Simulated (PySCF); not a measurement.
Compound: C₆H₈O₂.
Geometry (PBE0-D3(BJ)/def2-SVP, Å), atoms numbered from 1 in this order:
```xyz
16
C6H8O2 angstrom
C      2.5318   -0.3792   -0.5243
O      1.3200   -0.7805   -1.1229
C      0.2074   -0.5797   -0.4359
C      0.0329   -0.0327    0.7923
C     -1.3955   -0.0204    1.1162
O     -1.9213    0.4138    2.1143
C     -2.1409   -0.6712   -0.0548
C     -1.0715   -1.0035   -1.0936
H      3.3317   -0.6090   -1.2382
H      2.5266    0.7026   -0.3117
H      2.7071   -0.9283    0.4155
H      0.7932    0.3567    1.4670
H     -2.6693   -1.5614    0.3193
H     -2.9121    0.0220   -0.4218
H     -1.0218   -2.0721   -1.3576
H     -1.1950   -0.4550   -2.0419
```

NICS = −σ at a ghost point: NICS(0) at the centroid of the ring atoms, NICS(1) 1 Å to either side along the normal of their mean plane, zz for the tensor component along that normal. Level: GIAO PBE0/pcSseg-1 (PySCF, non-relativistic, gas phase) on the PBE0-D3(BJ)/def2-SVP geometry, one conformer.

Ring bond lengths (Å), with Mayer bond orders in brackets: C3–C4 1.356 (1.58), C4–C5 1.465 (1.06), C5–C7 1.533 (0.99), C7–C8 1.527 (1.01), C8–C3 1.499 (1.05).

**Question.** What do the NICS probes read (ppm)?

**Answer.** 
```csv
ring,type,NICS(0),"NICS(1), two faces","NICS(1)zz, two faces",rms pucker (Å),"centre to ring atoms, mean (Å)"
C3–C4–C5–C7–C8,"5-membered carbocycle; formal bonds 1 double, 4 single",-1.1,-3.4 / -3.4,-3.7 / -3.9,0.01,1.25
```

**Question.** What do they say, and how far can they be read as aromaticity?

**Answer.** 
- C3–C4–C5–C7–C8: mean NICS(1)zz -3.8 ppm, shielded. C7, C8 have four or more neighbours, and the NICS criterion for π rings isn't applied.

**Question.** How shielded are the nuclei of the rings and their hydrogens (means over atoms taken as equivalent)?

**Answer.** 
```tsv
atoms	environment	σ isotropic (ppm)
C3	vinylic carbon bearing oxygen	-10.8
C4	alkene CH carbon	76.4
C5	ketone carbonyl carbon	-17.6
C7	sp3 carbon next to a carbonyl	149.1
C8	allylic carbon	154.3
H12	vinylic hydrogen	26.12
H13 (×2)	methylene hydrogen	29.09
H15 (×2)	methylene hydrogen	28.90
```
